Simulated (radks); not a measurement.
Charge is removed step by step from the 3p down level of Ti2+, starting from [Ne] 3s2 3p(up 3, down 3) 3d2. Method: non-relativistic Kohn-Sham, PBE, spin-polarised, spherical densities, point nucleus; open shells are filled with parallel spins first; computed with a radial shooting solver on a logarithmic mesh with Libxc functionals.

| removed (e) | E - E(0) (eV) | eigenvalue (eV) | E minus straight line (eV) |
|---|---|---|---|
| 0 | 0.000 | -53.500 | 0.000 |
| 0.1 | 5.427 | -55.039 | -0.720 |
| 0.2 | 11.008 | -56.599 | -1.286 |
| 0.3 | 16.747 | -58.181 | -1.694 |
| 0.4 | 22.645 | -59.781 | -1.943 |
| 0.5 | 28.704 | -61.400 | -2.031 |
| 0.6 | 34.926 | -63.036 | -1.957 |
| 0.7 | 41.312 | -64.688 | -1.718 |
| 0.8 | 47.864 | -66.354 | -1.313 |
| 0.9 | 54.583 | -68.034 | -0.741 |
| 1 | 61.471 | -69.728 | 0.000 |

Removing the whole electron costs 61.471 eV by Delta-SCF, against 53.500 eV from minus the eigenvalue at the starting occupation. Slater's transition state (half an electron removed) gives 61.400 eV. Integrating minus the eigenvalue over the occupation (Janak's theorem) gives 61.471 eV. The mean slope of the eigenvalue, de/dn, is 16.2 eV per electron.
